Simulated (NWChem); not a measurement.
Species: C₂H₄OSe; SMILES O=CC[SeH]

```xyz
8

O      0.4338     2.6489    -0.2657
C      0.0076     1.7305     0.4030
C     -0.8724     0.6231    -0.1310
Se     0.1297    -1.0882    -0.0494
H      0.2688     1.6231     1.5013
H     -1.8089     0.5118     0.4507
H     -1.1033     0.8028    -1.1982
H     -0.0461    -1.2521     1.4182
```
Atoms are numbered in this order, from 1.

Results from NWChem. All runs use the structure optimised with PBE-D3(BJ)/def2-SVP.

Taking B3LYP/pcseg-2 as the yardstick, which of these has the fewest basis functions while keeping “highest occupied level (eV)” within 0.05 eV of it: B3LYP/pcseg-1; B3LYP/STO-3G; B3LYP/aug-pcseg-1; B3LYP/def2-SVP?

B3LYP/aug-pcseg-1.
```csv
level,basis functions,highest occupied level (eV)
B3LYP/STO-3G,37,-3.92
B3LYP/pcseg-1,89,-6.77
B3LYP/def2-SVP,94,-6.62
B3LYP/aug-pcseg-1,141,-6.87
B3LYP/pcseg-2,189,-6.86
```

The yardstick is one finite set, not the basis-set limit.
